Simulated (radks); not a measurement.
Q: Excited configurations of Si IV: one electron is placed in a higher orbital outside [Ne]. The ground configuration is [Ne] 3s1. Calculated with a radial shooting solver on a logarithmic mesh with Libxc functionals: scalar-relativistic Kohn-Sham, BLYP, spin-polarised, spherical densities, point nucleus; open shells are filled with parallel spins first. Excitation = E - E(ground); binding = E(ion) - E, where the ion is the core of charge +4; n* = 4/sqrt(2 binding) in atomic units, and the quantum defect is n - n*.

outer orbital  excitation (eV)  binding (eV)     n*  quantum defect  eigenvalue (eV)  <r> (bohr)
3p                       8.793        37.137  2.421           0.579          -32.192       2.023
3d                      20.094        25.836  2.903           0.097          -21.634       2.392
5p                      34.316        11.615  4.329           0.671          -10.344       6.949
5f                      36.809         9.121  4.885           0.115           -7.958       7.577
6s                      37.336         8.594  5.033           0.967           -7.714       9.727
6d                      39.106         6.824  5.648           0.352           -6.073       11.55
6f                      39.441         6.490  5.792           0.208           -5.721       11.39
7s                      39.797         6.134  5.957           1.043           -5.519       13.70
7p                      40.238         5.693  6.184           0.816           -5.112       14.56
7d                      40.869         5.062  6.558           0.442           -4.528       15.92
7f                      41.067         4.864  6.690           0.310           -4.318       15.85

Estimate the row for 5s.

A: excitation (eV) 32.949; binding (eV) 12.981; n* 4.095; quantum defect 0.905; eigenvalue (eV) -11.613; <r> (bohr) 6.417. The Delta-SCF ionisation energy is 45.930 eV (NIST Atomic Spectra Database: 45.142 eV, measured). Self-interaction in the functional shifts the binding energies and quantum defects, so they are the method's values and not measured ones.
